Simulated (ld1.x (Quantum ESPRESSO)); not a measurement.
PBE PAW dataset for hafnium (Hf), scalar-relativistic all-electron reference.

```
Element                 : Hf
Generator               : ld1.x (Quantum ESPRESSO) 7.5
Type                    : PAW
Functional              : PBE
Relativity              : scalar-relativistic
Frozen core             : [Kr] 4d10 4f14
Valence charge          : 12
Reference configuration : 5s2 5p6 5d2 6s2 6p0
Partial waves           : 5s (bound): rcut 1.45, rcutus 1.60 bohr; 6s (bound): rcut 1.45, rcutus 1.60 bohr; 5p (bound): rcut 2.05, rcutus 2.40 bohr; 6p (bound, empty): rcut 2.05, rcutus 2.40 bohr; 5d (bound): rcut 2.40, rcutus 3.10 bohr; 5d channel at 0.1 Ry: rcut 2.40, rcutus 3.10 bohr; 5f channel at -0.1 Ry: rcut 2.55, rcutus 2.75 bohr; 5f channel at 1.4 Ry: rcut 2.55, rcutus 2.75 bohr
Local potential         : all-electron potential smoothed inside 2.20 bohr (lloc = -1)
Core correction         : Bessel-smoothed model core, default radius (core density twice the valence density)
Augmentation charge     : BESSEL, radius 1.60 bohr
```

All-electron outer shells of the reference configuration (PBE, scalar-relativistic, ld1.x):

```json
{"shell": "4d", "level (eV)": "-206.67", "outermost node (bohr)": "0.23", "outermost maximum (bohr)": "0.47"}
{"shell": "5s", "level (eV)": "-67.02", "outermost node (bohr)": "0.55", "outermost maximum (bohr)": "1.01"}
{"shell": "5p", "level (eV)": "-35.57", "outermost node (bohr)": "0.60", "outermost maximum (bohr)": "1.16"}
{"shell": "4f", "level (eV)": "-16.83", "outermost node (bohr)": "–", "outermost maximum (bohr)": "0.45"}
{"shell": "6s", "level (eV)": "-5.11", "outermost node (bohr)": "1.37", "outermost maximum (bohr)": "2.89"}
{"shell": "5d", "level (eV)": "-2.69", "outermost node (bohr)": "0.67", "outermost maximum (bohr)": "1.69"}
{"shell": "6p", "level (eV)": "-1.40", "outermost node (bohr)": "1.66", "outermost maximum (bohr)": "4.05"}
```

(1) Is the overlap operator S = 1 + Σ q|β⟩⟨β| positive definite (Bessel basis up to 400 Ry)?

Answers

(1) No: its lowest eigenvalue is -0.604, in the p channel, so the generalised eigenproblem breaks down once the basis is large enough.

Its largest configuration-test error is -23 meV (5s2 5p6 5d2 6s0 6p0). Test run stopped at test 3 of 7 (negative rho).

The ghost test of this file was not conclusive. Its overlap operator is not positive definite in a basis up to 400 Ry (lowest eigenvalue s -0.40, p -0.60), so the file is unfit for use: the generalised eigenproblem breaks down once the basis is large enough, and its test numbers describe a broken file.
